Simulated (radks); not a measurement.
Initial-state core-level shifts of the technetium ion Tc3+ when its valence configuration changes from [Kr] 4d4. Method: Dirac Kohn-Sham, PBE, spin-unpolarised, spherical densities, point nucleus; open shells fill j = l - 1/2 first; computed with a radial shooting solver on a logarithmic mesh with Libxc functionals. Shifts are changes of the shell-averaged eigenvalues in eV (positive: less bound).

| valence | 2p | 3s | 3p | 4s |
|---|---|---|---|---|
| 4d2 5p2 | -13.647 | -13.219 | -13.217 | -11.434 |
| 4d3 5s1 | -5.627 | -5.425 | -5.425 | -4.671 |
| 4d1 5s1 5p2 | -19.990 | -19.227 | -19.224 | -16.270 |
| 4d2 5s2 | -11.647 | -11.180 | -11.180 | -9.482 |
| 4d3.5 5s0.5 | -2.761 | -2.668 | -2.668 | -2.314 |
| 4d2 5s1 5p1 | -12.653 | -12.206 | -12.205 | -10.465 |
| 4d3 5p1 | -6.649 | -6.468 | -6.467 | -5.683 |
| 4d1 5p3 | -21.107 | -20.357 | -20.354 | -17.334 |
| 5p4 | -28.871 | -27.722 | -27.716 | -23.217 |
